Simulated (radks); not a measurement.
The numbers below are computed, except where a source is named.
Ionisation of neutral calcium, [Ar] 4s2, to Ca+, [Ar] 4s1, under several functionals. Dirac Kohn-Sham, spin-unpolarised, spherical densities, finite nucleus; a radial shooting solver on a logarithmic mesh with Libxc functionals. The NIST Atomic Spectra Database gives 6.113 eV (measured). Rank these functionals by the error of their Delta-SCF ionisation energy: HCTH/407; LDA (Slater exchange, Perdew-Wang correlation); BLYP; OLYP; B86b exchange with PBE correlation; RPBE; LDA (Slater exchange, Perdew-Zunger correlation).

Answer. From best to worst: OLYP 6.006 eV (-0.107); BLYP 6.230 eV (+0.116); RPBE 6.240 eV (+0.126); HCTH/407 6.291 eV (+0.178); B86b exchange with PBE correlation 6.334 eV (+0.221); LDA (Slater exchange, Perdew-Wang correlation) 6.458 eV (+0.345); LDA (Slater exchange, Perdew-Zunger correlation) 6.463 eV (+0.350). Spin polarisation and multiplet splitting are left out, so open shells lie too high by an amount that depends on their filling.

Beside tabulated values, note that spin-unpolarised runs miss the spin-polarisation part of the exchange energy of open shells.
